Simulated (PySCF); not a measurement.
Static response to an electric field

Species: C₄H₁₁NSi₂.
Structure used (GFN2-xTB), in Å, numbered top down from 1:
```
atom  x, y, z in Å
C1     4.005   -0.541    1.148
C2     2.985    0.000    0.813
Si3    1.413    0.813    0.277
C4     0.154   -0.616    0.048
N5    -1.176   -0.232   -0.376
C6    -1.215    0.277   -1.720
Si7   -2.397    0.172    0.761
H8     4.897   -1.015    1.444
H9     0.946    1.743    1.310
H10    1.687    1.524   -0.979
H11    0.059   -1.153    0.994
H12    0.551   -1.335   -0.681
H13   -2.249    0.371   -2.045
H14   -0.699   -0.414   -2.393
H15   -0.736    1.260   -1.810
H16   -2.293   -0.833    1.817
H17   -3.653    0.094    0.014
H18   -2.288    1.513    1.365
```

Level: wB97X-D/def2-SVPD (PySCF), static field, nuclei fixed, core orbitals frozen in the response. The polarisability tensor in these axes (au):

```
x   132.77  -7.84   7.23
y    -7.84  92.36  -2.75
z     7.23  -2.75  96.51
```

Task: Give the principal values, the mean and the anisotropy Δα = √{½[(α1 − α2)² + (α2 − α3)² + (α1 − α3)²]}.

Result: Principal values 90.49, 95.43 and 135.72 au; mean 107.21 au = 15.89 Å³ = 17.68 × 10⁻⁴⁰ C²·m²/J; Δα = 42.97 au (40 % of the mean).

Task: What is the dipole moment, and where does it point?

Result: (0.29, -0.30, -0.53) D, 0.67 D in size, pointing from the negative to the positive side. Measured along this direction, the outermost atoms are H18 at the negative end and H14 at the positive end.

Task: Along which axes do the principal values lie, and how far do the nuclei extend along each?

Result: Largest value along (0.96, -0.19, 0.19), where the nuclei span 8.72 Å; middle along (-0.23, -0.25, 0.94), 4.44 Å; least along (0.13, 0.95, 0.28), 3.54 Å. The response follows the extents in order.

Task: Sum over states: ᾱ = Σ f/ω², ω in Eh. What share falls to these 8 lowest TDDFT singlets (eV, f)? 5.44, 0.0194; 6.03, 0.0086; 6.11, 0.0415; 6.34, 0.0045; 6.39, 0.0177; 6.56, 0.0191; 6.68, 0.0127; 6.77, 0.0228.

Result: They add up to 2.79 au, 2.6 % of the 107.21 au; the largest single term is 0.82 au, from the state at 6.11 eV. Terms in order: 0.49, 0.17, 0.82, 0.08, 0.32, 0.33, 0.21, 0.37 au. Higher excitations give the rest. The strengths listed sum to 0.146.

Task: What would n − 1 = 2πNα be for an ideal gas of these molecules at 400 K and 1 atm, electronic part alone?

Result: N = p/kT = 1.8347 × 10¹⁹ cm⁻³, so n − 1 = 2π × N × 15.89 × 10⁻²⁴ cm³ = 1832 × 10⁻⁶ at long wavelengths, for an ideal gas.

Task: Rayleigh depolarisation ratio (linearly polarised light, static tensor)?

Result: ρ = 3Δα²/(45ᾱ² + 4Δα²) = 5539.4/(517273 + 7385.9) = 0.0106.

Isolated species at its GFN2-xTB geometry (one conformer only).

These values come from a run that also computed excited states. The run took 2.5 min wall, 2.1 min CPU on an Intel Xeon at 2.50 GHz with one thread, on a shared host, and the process peaked at 1.1 GiB of memory.

wB97X-D is run here without its empirical dispersion term; that term would change no orbital, density or response property at a fixed geometry.
